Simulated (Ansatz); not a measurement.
Basis-set extrapolation for `NB1[SiH2]S1` (PBE0-D4/def2-TZVP geometry, frozen core, Ansatz 0.2.0). Multiplicity 1, RHF reference.

```
                      def2-TZVPP   def2-QZVPP
                 HF  -768.040760  -768.064166
    MP2 correlation    -0.601451    -0.647490
CCSD(T) correlation    -0.671060      not run
```

Energies in hartree. Use E(X) = E(∞) + A·exp(−7.88·√X) for Hartree–Fock and E(X) = E(∞) + B·X^(−2.97) for correlation, with X = 3 and 4, and add CCSD(T) minus MP2 of the smaller set to the MP2 limit.

What is the CCSD(T) energy at the basis-set limit?

HF limit: -768.064166 + (-0.023406) × 0.13774 = -768.06739. MP2 limit: -0.647490 + (-0.046039) × 0.74074 = -0.68159. Higher-order term: -0.671060 − (-0.601451) = -0.06961. Total: -768.81859 hartree, 2.91 eV below CCSD(T)/def2-TZVPP.
